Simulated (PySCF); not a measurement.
CH3ClSSe, SMILES CS[Se]Cl. Geometry: PBE-D3(BJ)/def2-SVP. The structure was generated by enumeration, and PubChem lists no compound with its InChIKey, so it may never have been made. Other conformers were not sampled.

Computed equilibrium geometry at PBE-D3(BJ)/def2-SVP (PySCF confirms it by a frequency run) as Cartesian coordinates in Å (one conformer of several):
```xyz
7

Se     0.2517     0.0271     0.8151
Cl     0.8063     1.8751    -0.3565
S     -0.2283    -1.4596    -0.6834
C     -1.9562    -1.0706    -1.1540
H     -2.6306    -1.1370    -0.2801
H     -2.2460    -1.8249    -1.9132
H     -1.9980    -0.0603    -1.6030
```
